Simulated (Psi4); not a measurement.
Internal rotation in SMILES BrC[SiH2][GeH3] (CH₇BrGeSi). Scanned: dihedral Ge1–Si2–C3–Br4; all other coordinates were relaxed at GFN2-xTB. Points at φ and −φ are mirror images. Heavy atoms are numbered in the order of the SMILES [GeH3][SiH2]CBr, hydrogens after them in the order of the atoms that carry them; the mirror image has the same energies with the sign of each dihedral reversed.

Levels of theory: PBE/def2-TZVP // GFN2-xTB (Psi4); PBE-D3(BJ)/def2-TZVP // GFN2-xTB (Psi4); wB97X-D/def2-TZVP // GFN2-xTB (Psi4); MP2/cc-pVTZ = Psi4 1.11 with DF-MP2 (frozen core)/cc-pVTZ // GFN2-xTB.

Energies relative to the lowest point of each profile, in kJ/mol; the last columns give the difference from MP2:

```csv
φ / °,PBE/def2-TZVP,PBE-D3(BJ)/def2-TZVP,wB97X-D/def2-TZVP,MP2/cc-pVTZ,PBE/def2-TZVP − MP2/cc-pVTZ,PBE-D3(BJ)/def2-TZVP − MP2/cc-pVTZ,wB97X-D/def2-TZVP − MP2/cc-pVTZ
-150,4.7,5.5,6.1,9.0,-4.3,-3.5,-2.8
-120,9.7,10.4,10.7,14.5,-4.8,-4.0,-3.7
-90,4.9,5.1,4.6,7.4,-2.5,-2.3,-2.7
-60,0.9,0.0,0.0,0.0,0.9,0.0,0.0
-30,6.2,5.1,6.0,5.7,0.5,-0.6,0.2
0,10.8,9.8,10.9,11.3,-0.5,-1.5,-0.4
30,6.2,5.1,6.0,5.7,0.5,-0.6,0.2
60,0.9,0.0,0.0,0.0,0.9,0.0,0.0
90,4.9,5.1,4.6,7.4,-2.5,-2.3,-2.7
120,9.7,10.4,10.7,14.5,-4.8,-4.0,-3.7
150,4.7,5.5,6.1,9.0,-4.3,-3.5,-2.8
180,0.0,0.8,1.3,3.4,-3.4,-2.6,-2.1
```

PBE/def2-TZVP is furthest from MP2/cc-pVTZ at -120 (-4.8 kJ/mol, below); its mean absolute difference over the points is 2.5 kJ/mol.

PBE-D3(BJ)/def2-TZVP is furthest from MP2/cc-pVTZ at -120 (-4.0 kJ/mol, below); its mean absolute difference over the points is 2.1 kJ/mol.

wB97X-D/def2-TZVP is furthest from MP2/cc-pVTZ at -120 (-3.7 kJ/mol, below); its mean absolute difference over the points is 1.8 kJ/mol.
